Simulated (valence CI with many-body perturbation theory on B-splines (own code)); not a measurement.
**E1 transitions of Ga16+**

Level of theory: valence CI with perturbative core correlation (CI+MBPT): five valence electrons over a frozen Dirac-Fock core [Ne], radial functions for each j: 9 s, 9 p, 8 d, 6 f, 3 g, 1 h, with the one-electron correlation potential Σ1 (screened to all orders), the two-electron term Σ2, the three-electron term Σ3, Breit, model QED; selected single and double excitations, second order for the rest (own B-spline code, finite nucleus).

No measured levels were compared; by estimate levels of excited configurations hold to 0.05 to 0.15 % of their energy, terms of the ground configuration to about 0.5 %. Among the levels kept, up to 460 cm⁻¹ of a level comes from second order outside the variational space, and about a tenth of that is noise between levels of different J, which matters for small intervals.

Lines 51 to 100 of 168 in falling wavelength, among levels below 113.27 eV, chosen from the strongest by gf and those to the six lowest levels. Wavelengths and rates use the calculated energies, so an error of 300 cm⁻¹ moves a line at 232.1 Å by 0.07 % and its rate by three times that or more. Electric multipoles are in the length gauge, E1 and E2 with the static RPA response of the core. Weak lines are less certain than strong ones. Lines between different terms over intervals too small for the method are left out, as are lines whose strength nearly cancels. The highest levels of a list are the least certain.

Names give the largest LS component (configuration and term), which can be under half, so a name can repeat, a term be missing and a line seem to break the LS rules; names also repeat where a configuration has a term twice. Letters in brackets count levels of one name in rising energy.

| λ vac (Å) | Upper | Lower | A (s⁻¹) | S (a.u.) |
| --- | --- | --- | --- | --- |
| 232.1 | 3s 3p4 2D_5/2 | 3s2 3p3 2D°_3/2 | 1.03e+06 | 3.80e-05 |
| 229.6 | 3s2 3p2 3d 2P_3/2 [a] | 3s2 3p3 2P°_1/2 | 7.52e+08 | 1.80e-02 |
| 226.5 | 3s 3p4 2S_1/2 [a] | 3s2 3p3 2P°_1/2 | 5.84e+09 | 6.69e-02 |
| 225.4 | 3s2 3p2 3d 4F_3/2 | 3s2 3p3 2P°_3/2 | 2.77e+06 | 6.27e-05 |
| 220.3 | 3s2 3p2 3d 4F_5/2 | 3s2 3p3 2P°_3/2 | 2.90e+07 | 9.18e-04 |
| 219.6 | 3s 3p4 2S_1/2 [b] | 3s2 3p3 2P°_3/2 | 9.83e+09 | 1.03e-01 |
| 219.4 | 3s 3p3 3d 6D°_3/2 | 3s 3p4 4P_1/2 | 3.11e+07 | 6.49e-04 |
| 215.7 | 3s 3p3 3d 6D°_1/2 | 3s 3p4 4P_3/2 | 1.45e+08 | 1.44e-03 |
| 215.4 | 3s 3p3 3d 6D°_3/2 | 3s 3p4 4P_3/2 | 3.81e+07 | 7.52e-04 |
| 213.8 | 3s2 3p2 3d 4F_3/2 | 3s2 3p3 2P°_1/2 | 3.04e+07 | 5.86e-04 |
| 212.3 | 3s2 3p2 3d 2F_5/2 [a] | 3s2 3p3 2P°_3/2 | 3.87e+06 | 1.10e-04 |
| 211.6 | 3s2 3p2 3d 2P_3/2 [a] | 3s2 3p3 2D°_5/2 | 1.14e+10 | 2.13e-01 |
| 210.1 | 3s 3p4 2D_3/2 | 3s2 3p3 4S°_3/2 | 1.38e+08 | 2.53e-03 |
| 209.8 | 3p5 2P°_3/2 | 3s 3p4 4P_3/2 | 1.34e+08 | 2.43e-03 |
| 208.6 | 3s 3p4 2S_1/2 [b] | 3s2 3p3 2P°_1/2 | 1.33e+09 | 1.19e-02 |
| 206.6 | 3s2 3p2 3d 4D_1/2 | 3s2 3p3 2P°_3/2 | 1.95e+09 | 1.70e-02 |
| 206.5 | 3s 3p4 2D_5/2 | 3s2 3p3 4S°_3/2 | 4.44e+07 | 1.16e-03 |
| 206.2 | 3s2 3p2 3d 4D_3/2 | 3s2 3p3 2P°_3/2 | 1.10e+08 | 1.90e-03 |
| 205.2 | 3s2 3p2 3d 2P_3/2 [a] | 3s2 3p3 2D°_3/2 | 6.04e+08 | 1.03e-02 |
| 204.5 | 3s 3p3 3d 6D°_3/2 | 3s 3p4 4P_5/2 | 8.65e+07 | 1.46e-03 |
| 204.0 | 3s 3p3 3d 6D°_5/2 | 3s 3p4 4P_5/2 | 1.16e+08 | 2.92e-03 |
| 203.3 | 3s 3p3 3d 6D°_7/2 | 3s 3p4 4P_5/2 | 2.65e+07 | 8.79e-04 |
| 202.7 | 3s 3p4 2S_1/2 [a] | 3s2 3p3 2D°_3/2 | 1.16e+10 | 9.57e-02 |
| 201.4 | 3s2 3p2 3d 4D_5/2 | 3s2 3p3 2P°_3/2 | 3.06e+07 | 7.40e-04 |
| 199.4 | 3p5 2P°_3/2 | 3s 3p4 4P_5/2 | 4.77e+08 | 7.47e-03 |
| 198.1 | 3s2 3p2 3d 4F_3/2 | 3s2 3p3 2D°_5/2 | 1.77e+08 | 2.72e-03 |
| 196.8 | 3s2 3p2 3d 4D_1/2 | 3s2 3p3 2P°_1/2 | 5.95e+07 | 4.48e-04 |
| 196.4 | 3s2 3p2 3d 4D_3/2 | 3s2 3p3 2P°_1/2 | 8.43e+07 | 1.26e-03 |
| 194.2 | 3s2 3p2 3d 4F_5/2 | 3s2 3p3 2D°_5/2 | 1.90e+08 | 4.13e-03 |
| 192.5 | 3s2 3p2 3d 4F_3/2 | 3s2 3p3 2D°_3/2 | 9.34e+08 | 1.32e-02 |
| 188.8 | 3s2 3p2 3d 4F_5/2 | 3s2 3p3 2D°_3/2 | 7.69e+07 | 1.53e-03 |
| 188.4 | 3s2 3p2 3d 4F_7/2 | 3s2 3p3 2D°_5/2 | 9.00e+07 | 2.38e-03 |
| 188.2 | 3s 3p4 2S_1/2 [b] | 3s2 3p3 2D°_3/2 | 1.53e+08 | 1.01e-03 |
| 187.9 | 3s2 3p2 3d 2F_5/2 [a] | 3s2 3p3 2D°_5/2 | 2.65e+06 | 5.20e-05 |
| 185.0 | 3s2 3p2 3d 2P_3/2 [a] | 3s2 3p3 4S°_3/2 | 1.48e+08 | 1.85e-03 |
| 184.0 | 3s2 3p2 3d 2F_7/2 [a] | 3s2 3p3 2D°_5/2 | 9.76e+07 | 2.40e-03 |
| 183.1 | 3s2 3p2 3d 4D_3/2 | 3s2 3p3 2D°_5/2 | 2.02e+09 | 2.45e-02 |
| 183.0 | 3s 3p4 2S_1/2 [a] | 3s2 3p3 4S°_3/2 | 6.91e+08 | 4.18e-03 |
| 182.9 | 3s2 3p2 3d 2F_5/2 [a] | 3s2 3p3 2D°_3/2 | 1.09e+06 | 1.98e-05 |
| 181.1 | 3s2 3p2 3d 2P_3/2 [b] | 3s2 3p3 2P°_3/2 | 2.78e+09 | 3.26e-02 |
| 179.3 | 3s2 3p2 3d 4D_5/2 | 3s2 3p3 2D°_5/2 | 5.76e+08 | 9.85e-03 |
| 178.6 | 3s2 3p2 3d 4D_1/2 | 3s2 3p3 2D°_3/2 | 2.21e+09 | 1.24e-02 |
| 178.3 | 3s2 3p2 3d 4D_3/2 | 3s2 3p3 2D°_3/2 | 7.25e+06 | 8.11e-05 |
| 177.1 | 3s2 3p2 3d 4P_5/2 | 3s2 3p3 2P°_3/2 | 3.89e+06 | 6.40e-05 |
| 174.7 | 3s2 3p2 3d 4D_5/2 | 3s2 3p3 2D°_3/2 | 1.59e+08 | 2.51e-03 |
| 174.6 | 3s2 3p2 3d 4F_3/2 | 3s2 3p3 4S°_3/2 | 3.44e+08 | 3.61e-03 |
| 174.5 | 3s2 3p2 3d 4P_3/2 | 3s2 3p3 2P°_3/2 | 6.35e+08 | 6.67e-03 |
| 173.6 | 3s2 3p2 3d 4P_1/2 | 3s2 3p3 2P°_3/2 | 7.45e+09 | 3.85e-02 |
| 173.5 | 3s2 3p2 3d 2P_3/2 [b] | 3s2 3p3 2P°_1/2 | 1.88e+09 | 1.94e-02 |
| 171.8 | 3s2 3p2 3d 4D_7/2 | 3s2 3p3 2D°_5/2 | 8.88e+07 | 1.78e-03 |
